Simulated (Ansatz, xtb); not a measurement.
# Relative energy of two structures of AlBrF2GeH2

Structure a: a singlet given by its coordinates. Structure b: a singlet given by its coordinates. Both are isolated molecules in the gas phase, relaxed with PBE0-D3(BJ)/def2-SVP.

a (Å):

```yaml
atoms:
  - { symbol: Al, position_ang: [-1.1011, -0.4139, -0.2661] }
  - { symbol: Br, position_ang: [-1.3073, 0.5634, 1.7312] }
  - { symbol: F, position_ang: [-0.5751, -2.0952, -0.2258] }
  - { symbol: F, position_ang: [-2.2364, -0.1788, -1.4523] }
  - { symbol: Ge, position_ang: [1.3142, -1.6151, -0.9522] }
  - { symbol: H, position_ang: [0.4485, -0.0908, -1.0107] }
  - { symbol: H, position_ang: [1.7195, -1.2252, 0.5383] }
```

Close contacts (Å): Al1–Br2 2.23, Al1–F3 1.76, Al1–F4 1.66, Al1–Ge5 2.78, F3–Ge5 2.08, Al1–H6 1.75, Ge5–H6 1.75, Ge5–H7 1.59.

b (Å):

```xyz
7

Al   -1.7544   -3.9883    0.6910
Br   -0.2518   -4.7131   -1.1051
F    -3.2155   -4.7565    0.4805
F    -1.8555   -2.3842   -0.0986
Ge   -0.9582   -2.3417   -1.9162
H    -1.0383   -3.9465    2.0836
H    -2.2779   -2.9771   -2.5431
```

Close contacts (Å): Al1–Br2 2.45, Al1–F3 1.66, Al1–F4 1.79, Br2–Ge5 2.60, F4–Ge5 2.03, Al1–H6 1.57, Ge5–H7 1.59.

**Question.** Which of the two would you expect CCSD(T)/def2-SVP + ΔMP2/def2-TZVPP electronic energies to favour?

**Answer.** Structure a; the calculation gives E(b) − E(a) = +0.148 eV.

How the difference moves with the method:

| level | geometry | E(b) − E(a) (eV) | departure from the last row (eV) | job, with rough time for the two |
| --- | --- | --- | --- | --- |
| PBE0-D3(BJ)/def2-SVP | PBE0-D3(BJ)/def2-SVP | +0.085 | −0.063 | optimisation, 1.8 min |
| HF/def2-SVP | PBE0-D3(BJ)/def2-SVP | +0.054 | −0.093 | part of the CCSD(T) run |
| MP2/def2-SVP | PBE0-D3(BJ)/def2-SVP | +0.101 | −0.047 | part of the CCSD(T) run |
| CCSD(T)/def2-SVP | PBE0-D3(BJ)/def2-SVP | +0.114 | −0.034 | single point |
| CCSD(T)/def2-SVP + ΔMP2/def2-TZVPP | PBE0-D3(BJ)/def2-SVP | +0.148 |  | single point, 61 s |

The levels shown agree on the order. The largest departure from CCSD(T)/def2-SVP + ΔMP2/def2-TZVPP is that of HF/def2-SVP, 0.093 eV. Levels run at GFN2-xTB geometries aren't shown. The last row adds to CCSD(T) the change of the MP2 difference between the two basis sets, here +0.034 eV.

With harmonic frequencies from PBE0-D3(BJ)/def2-SVP (ideal gas, rigid rotor, one conformer each, 298.15 K, 1 atm): on the last row, ΔE + ΔZPE = +0.123 eV. A mode under 50 cm⁻¹ makes harmonic enthalpies and free energies unreliable, so none is given.

The correlated steps freeze 25 core orbitals; the filled d shell of Br and Ge is correlated, in a basis made for valence electrons. Run with Ansatz 0.2.0; the last row on 2 threads of Intel(R) Xeon(R) Platinum 8259CL CPU @ 2.50GHz (Skylake/Cascade Lake) on a shared host.
